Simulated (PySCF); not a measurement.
Compound: C₈H₁₂NP.
Structure used (GFN2-xTB), in Å, numbered top down from 1:
```xyz
22
C8H12NP angstrom
C     -1.9441   -1.3369    0.2397
C     -1.7653    0.1110   -0.0682
C     -2.7554    1.0521   -0.0808
P     -2.1702    2.6419   -0.5395
C     -0.6087    1.9550   -0.6898
N     -0.5479    0.6317   -0.3986
C      0.6564   -0.1564   -0.4713
C      2.0073    0.5787   -0.4936
C      2.5571   -0.4571    0.4971
C      1.1168   -0.8857    0.8092
H     -1.5227   -1.5911    1.2117
H     -1.4652   -1.9603   -0.5148
H     -3.0056   -1.5693    0.2583
H     -3.7813    0.8349    0.1566
H      0.2775    2.4715   -1.0075
H      0.5742   -0.8553   -1.3129
H      1.9465    1.5635   -0.0374
H      2.5008    0.6572   -1.4596
H      3.1275   -1.2438    0.0083
H      3.1345   -0.0629    1.3296
H      0.7288   -0.4041    1.7045
H      0.9286   -1.9555    0.8583
```

Computed at PBE0/pcSseg-1 (PySCF, non-relativistic), with Q(14N) = 0.02044 b: N6, 14N (I = 1): χzz = -2.731 MHz, η = 0.205.

(1) Where would the pure quadrupole (NQR) lines of 14N at N6 fall for the rigid, isolated species?

## Answers

(1) From ν± = (3/4)|χ|(1 ± η/3) and ν0 = |χ|η/2: ν+ 2.188 MHz, ν− 1.908 MHz, ν0 0.280 MHz (pyrrole-type nitrogen).

In a crystal, neighbours and librations shift these lines. GFN2-xTB bond lengths can be off by several hundredths of an ångström, more for odd bonds, and the gradients follow them. The basis is small and wasn't made for field gradients, so the couplings can be 20 % off.

The run behind these numbers computed NMR shieldings as well. On one thread, Intel Xeon Platinum 8259CL at 2.50 GHz (x86_64), on a shared host, this took 73 s wall and 1.1 GiB of memory at its peak.

One conformer stands for the species.
